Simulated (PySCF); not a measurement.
## Cd⁺: interval between two levels

Cd⁺ [Kr] 4d10 5s1 [2S1/2, M_J = 1/2] → Cd⁺ [Kr] 4d10 5d1 [2D5/2, M_J = 5/2], as a difference of total energies. All numbers are calculated (PySCF 2.14, the two-component X2C-1e Hamiltonian, in x2c-TZVPall-2c with one added diffuse shell each of s, p, d type (9s10p8d1f, 86 functions)). Correlated levels: [Ar] 3d10 frozen; the 6 highest virtual spinors dropped. "Screened" scales the spin-orbit matrix elements by Boettger's factors to mimic the two-electron term; Breit and QED terms are absent.

| method | interval between two levels (cm⁻¹) | error (cm⁻¹) |
| --- | --- | --- |
| GHF (spin-free) | 80526 | -9318 |
| GMP2 (spin-free) | 87621 | -2223 |
| GHF (screened spin-orbit) | 80600 | -9243 |
| GMP2 (screened spin-orbit) | 87698 | -2146 |

Reference: 89844 cm⁻¹ (measured; NIST Handbook of Basic Atomic Spectroscopic Data (Sansonetti and Martin, J. Phys. Chem. Ref. Data 34, 1559 (2005))).

The spin-free rows lack the spin-orbit shift.

Errors of the correlated levels include the incompleteness of this basis and the frozen core.
